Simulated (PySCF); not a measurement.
Pb(OMe)(NH2) (CH₅NOPb), SMILES [O]([Pb][NH2])C (connectivity only; charge and spin as stated), neutral, multiplicity 1.

Geometry optimised at r2SCAN-D4/def2-SVP. The structure was generated by enumeration; whether it is a known compound was not checked. The def2 effective core potentials stand for the cores of Pb; spin–orbit coupling is left out. One conformer was computed; it need not be the lowest.

Level of theory: M06-2X/def2-TZVP (PySCF).

Symmetry labels are those of the subgroup Cs that the program uses (full group Cs).

Question: List the valence orbital energies around the gap with their symmetry. (Estimate from the structure and the level; the computed values follow.)

Answer: 
| orbital | symmetry | energy (eV) |
|---|---|---|
| HOMO−7 | A' | -14.31 |
| HOMO−6 | A" | -13.13 |
| HOMO−5 | A' | -12.84 |
| HOMO−4 | A' | -12.43 |
| HOMO−3 | A' | -9.53 |
| HOMO−2 | A" | -8.55 |
| HOMO−1 | A' | -8.44 |
| HOMO | A" | -8.14 |
| LUMO | A" | -1.04 |
| LUMO+1 | A' | 0.31 |
| LUMO+2 | A' | 0.82 |
| LUMO+3 | A' | 2.50 |
